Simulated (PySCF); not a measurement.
p-xylene (C$_{8}$H$_{10}$), singlet, at a GFN2-xTB geometry. Base run: PySCF with HF/6-31G*.

PySCF was given this input:
```python
from pyscf import gto, scf

mol = gto.M(
    atom='''
C     2.90010343    0.10407050    0.07787277
C     1.40316491    0.03832036    0.03106845
C     0.69680774    0.62920730   -1.00842597
C    -0.68465728    0.58487718   -1.04300050
C    -1.40253119   -0.05177108   -0.03913414
C    -2.90108119   -0.08331770   -0.06542841
C    -0.69623188   -0.64142983    1.00109676
C     0.68523148   -0.59706443    1.03569245
H     3.31899475    0.12674528   -0.92572707
H     3.21787642    1.01005545    0.59561790
H     3.30982381   -0.74990579    0.61248457
H     1.23551140    1.12768548   -1.80226716
H    -1.21364435    1.04918714   -1.86364012
H    -3.27853436   -0.98551728    0.41076665
H    -3.30198950    0.77524528    0.47493309
H    -3.27255782   -0.04106511   -1.08678823
H    -1.23473299   -1.14420713    1.79236000
H     1.21441655   -1.06557715    1.85381189
''',
    basis='6-31g*',
    verbose=4,
)

mf = scf.RHF(mol)
mf.kernel()
```

Each row names what was changed in the base input (with any setting that the change needs).

```
change                                           ΔE vs base (mEh)  fitting functions  dipole (D)
-----------------------------------------------  ----------------  -----------------  ----------
base                                                        0.000                  -        0.06
only_dfj = on; auxbasis = def2-universal-jfit              -0.309                502        0.06
auxbasis = def2-tzvp-ri                                     0.081                758        0.06
auxbasis = even-tempered beta=3.0                          -1.139                714        0.06
auxbasis = def2-universal-jkfit                             0.123                780        0.06
auxbasis = cc-pvqz-jkfit                                    0.012               1358        0.06
auxbasis = default (with mf = mf.density_fit())             0.415                790        0.06
auxbasis = cc-pvdz-jkfit                                    0.415                790        0.06
auxbasis = cc-pvtz-ri                                      -0.284                948        0.06
auxbasis = cc-pvtz-jkfit                                    0.089                932        0.06
```

A fitting set is made for a task (jfit for Coulomb, jkfit for Coulomb and exchange, ri for correlation) and for a family of orbital bases.
